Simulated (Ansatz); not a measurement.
Which is lower?

Two isomers of CH3NaOSi, singlet, relaxed at PBE0-D4/def2-TZVP (vibrations not checked).

A:

| atom | x (Å) | y (Å) | z (Å) |
| --- | --- | --- | --- |
| Na1 | -1.2510 | -1.2400 | 1.3656 |
| O2 | 0.7201 | -1.4850 | 0.4150 |
| C3 | 0.8570 | -0.3259 | -0.0141 |
| Si4 | -0.4460 | 1.0527 | 0.1132 |
| H5 | 1.8821 | -0.0563 | -0.3572 |
| H6 | -1.5917 | 0.1695 | -0.4202 |
| H7 | -0.1706 | 1.8850 | -1.1023 |

B:

O1  (0.298, 1.443, -1.106)
C2  (-0.286, 0.306, -0.634)
Si3  (0.114, -0.665, 0.778)
Na4  (-1.331, -2.845, 1.374)
H5  (1.023, 1.665, -0.511)
H6  (-1.110, 0.032, -1.292)
H7  (1.293, 0.063, 1.391)
(Å)

Program: Ansatz 0.2.0. Basis: def2-TZVPP. Cores are frozen in the correlated methods. The outer core shell of Li, Na, Mg and K is correlated. The def2 sets are not built for correlating such inner shells, so the correlated values are less sure here. B3LYP uses VWN-RPA correlation.

(1) Which structure is lower at CCSD(T), and by how much? (An estimate is asked for; the value comes from the calculation.)

T1 diagnostic: at most 0.019. The restricted Hartree–Fock reference is unstable towards an unrestricted one at one or more of these structures.

Answers

(1) By the calculation: A, by 91.9 kJ/mol (electronic energy, against the other). By their contacts, A is CH₃NaOSi ([H]1[SiH]2[CH]3[O][Na]132) and B is CH₃NaOSi ([OH][CH][SiH][Na]).

All methods give the same order:

```json
{"method": "PBE-D4", "E(B) − E(A) (kJ/mol)": "86.4"}
{"method": "r2SCAN-D4", "E(B) − E(A) (kJ/mol)": "99.7"}
{"method": "PBE0-D4", "E(B) − E(A) (kJ/mol)": "88.6"}
{"method": "B3LYP-D4", "E(B) − E(A) (kJ/mol)": "96.5"}
{"method": "wB97M-V", "E(B) − E(A) (kJ/mol)": "100.1"}
{"method": "HF", "E(B) − E(A) (kJ/mol)": "118.8"}
{"method": "MP2", "E(B) − E(A) (kJ/mol)": "85.5"}
{"method": "CCSD", "E(B) − E(A) (kJ/mol)": "96.9"}
{"method": "CCSD(T)", "E(B) − E(A) (kJ/mol)": "91.9"}
```

Labels in which every atom is bracketed show which atoms are joined, not bond orders.
